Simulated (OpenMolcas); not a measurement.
**Mg+: effect of the active space**

```json
{"Program": "OpenMolcas", "Method": "SS-CASPT2, IPEA 0.25 Eh, imaginary shift 0.1 Eh", "Basis": "ANO-RCC-VDZ", "Scalar Hamiltonian": "DKH4, point nucleus", "Spin-orbit coupling": "RASSI with atomic mean-field integrals over the reference wave functions, term energies averaged over their components"}
```

A. 1 electron in 4 orbitals (3s 3p); 2S+1 = 2 even, 1 root; 2S+1 = 2 odd, 3 roots; closed shells correlated: 2s 2p; CASPT2 step about 0.8 core-seconds
B. 1 electron in 8 orbitals (3s 3p 4s 4p); 2S+1 = 2 even, 1 root; 2S+1 = 2 odd, 3 roots; closed shells correlated: 2s 2p; CASPT2 step about 0.8 core-seconds

Energies in cm-1 above 3s 2S 1/2, the measured ground level; measured values from NIST Handbook of Basic Atomic Spectroscopic Data.

| Level | A | B | Measured |
| --- | --- | --- | --- |
| 3s 2S 1/2 | 0.0 | 0.0 | 0.0 |
| 3p 2P* 1/2 | 34873 | 34874 | 35669 |
| 3p 2P* 3/2 | 34932 | 34933 | 35761 |

Deviations, from unrounded energies. A percentage is the sum of absolute deviations over the sum of measured energies, with the sign that they share, or ± where signs differ.

```
           Against measurement  Levels     A     B
mean absolute deviation (cm-1)       2   810   810
      other configurations (%)       2  -2.3  -2.3
```

A, B lie about equally close to measurement. The largest miss of B in the table is 3p 2P* 3/2, by -830 cm-1. The ranking rests on the paired levels alone, and a cruder setting can come out closer through cancelling errors.

Between A and B no level of the table moves by more than 5 cm-1.

ANO sets are built for ground and valence states and can reach diffuse excited orbitals poorly. With one active electron, CASPT2 adds the correlation within the correlated inactive shells and between them and that electron, and leaves the splitting within a term as the reference gives it. With one active electron outside closed inactive shells, the extra shells (4p 4s) add no correlation to the reference (holds for B). Computed and measured levels are paired by configuration, term and J; levels that our copy of the source lacks, or whose pairing is in doubt (as where it misses far off the trend of its configuration), stay unpaired and out of the deviations. Only configurations of the active space appear.

* marks odd parity.
